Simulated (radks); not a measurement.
The numbers below are computed, except where a source is named.
Task: The lanthanum ion La42+, [Ne] 3s2 3p3. Level of theory: non-relativistic Kohn-Sham, PBE, spin-polarised, spherical densities, point nucleus (a radial shooting solver on a logarithmic mesh with Libxc functionals). Every spin shell is full or empty, so the densities are truly spherical. Functionals are evaluated on that one density, not self-consistently. Rank these exchange functionals by their error against the exact value of the orbitals, and give that value: LDA, PBE, PBEsol, PW91, OPTX, AM05, TPSS, SCAN, MS2.

Result: Exact: -110.971 hartree. From best to worst, with 100 (|E| - |E exact|)/|E exact| (equal figures are ties): PW91 -0.04, TPSS +0.10, MS2 -0.14, SCAN +0.23, PBE -0.47, OPTX +0.51, PBEsol -3.05, AM05 -6.13, LDA -6.96.
